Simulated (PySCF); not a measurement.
Correlation energy of Al⁺ (aluminium, charge +1)

[Ne] 3s2, closed-shell 1S. All numbers are calculated (PySCF 2.14, scalar relativity by spin-free X2C-1e, in x2c-TZVPPall). Frozen: [Ne]; 2 electrons correlated.

With two correlated electrons CCSD is exact within the correlated space (frozen core and kept virtual orbitals).

```json
{"level": "CCSD", "correlation energy (mhartree)": "-39.19"}
```

Diagnostics: T1 = 0.0082, D1 = 0.0116, largest double amplitude 0.111.

Cost of the coupled-cluster step: of the order of 0.11 core-seconds, for 2 correlated electrons.

Iterations:

```
CC2 = 0
CCSD nocc = 1, nmo = 37
frozen orbitals [0, 1, 2, 3, 4]
max_cycle = 100
direct = 0
conv_tol = 1e-08
conv_tol_normt = 1e-06
diis_space = 8
diis_start_cycle = 0
Init t2, MP2 energy = -242.132229756399  E_corr(MP2) -0.027480218686871
Init E_corr(CCSD) = -0.0274802186868931
cycle = 1  E_corr(CCSD) = -0.0341643343554131  dE = -0.00668411567  norm(t1,t2) = 0.047616
cycle = 2  E_corr(CCSD) = -0.0368250092232935  dE = -0.00266067487  norm(t1,t2) = 0.0225323
cycle = 3  E_corr(CCSD) = -0.0392089639335857  dE = -0.00238395471  norm(t1,t2) = 0.0111564
cycle = 4  E_corr(CCSD) = -0.0391826568323037  dE = 2.63071013e-05  norm(t1,t2) = 0.000657169
cycle = 5  E_corr(CCSD) = -0.0391950413824558  dE = -1.23845502e-05  norm(t1,t2) = 5.87119e-05
cycle = 6  E_corr(CCSD) = -0.0391907344288484  dE = 4.30695361e-06  norm(t1,t2) = 1.55344e-05
cycle = 7  E_corr(CCSD) = -0.0391915134699564  dE = -7.79041108e-07  norm(t1,t2) = 3.69542e-06
cycle = 8  E_corr(CCSD) = -0.0391914767709247  dE = 3.66990317e-08  norm(t1,t2) = 3.04567e-07
cycle = 9  E_corr(CCSD) = -0.0391914729063425  dE = 3.86458216e-09  norm(t1,t2) = 2.84121e-08
CCSD converged
E(CCSD) = -242.1439410106184  E_corr = -0.03919147290634249
```
